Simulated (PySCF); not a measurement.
Krypton: a sound run and one with changed settings

Sound run: Kr [Kr], Kr⁺ [Ar] 3d10 4s2 4p5. All numbers are calculated (PySCF 2.14, scalar relativity by spin-free X2C-1e, in aug-cc-pVDZ-DK). The sound run starts from symmetry-adapted Hartree-Fock orbitals and uses a fine grid where one is needed.

Changed run: initial guess minao, at most 2 SCF cycles. This setting is unsound on purpose.

```json
{"species": "Kr", "method": "UHF", "sound run (hartree)": "-2788.05464", "changed run (hartree)": "-2788.05462", "converged": "no"}
{"species": "Kr", "method": "TPSS", "sound run (hartree)": "-2789.80578", "changed run (hartree)": "-2789.80320", "converged": "no"}
{"species": "Kr", "method": "r2SCAN", "sound run (hartree)": "-2789.88974", "changed run (hartree)": "-2789.88822", "converged": "no"}
{"species": "Kr⁺", "method": "UHF", "sound run (hartree)": "-2787.57027", "changed run (hartree)": "-2787.56862", "converged": "no"}
{"species": "Kr⁺", "method": "TPSS", "sound run (hartree)": "-2789.28615", "changed run (hartree)": "-2789.26798", "converged": "no"}
{"species": "Kr⁺", "method": "r2SCAN", "sound run (hartree)": "-2789.36574", "changed run (hartree)": "-2789.35179", "converged": "no"}
```

The SCF was stopped early; the energies are upper bounds that still move, and correlated levels were skipped or rest on poor orbitals.
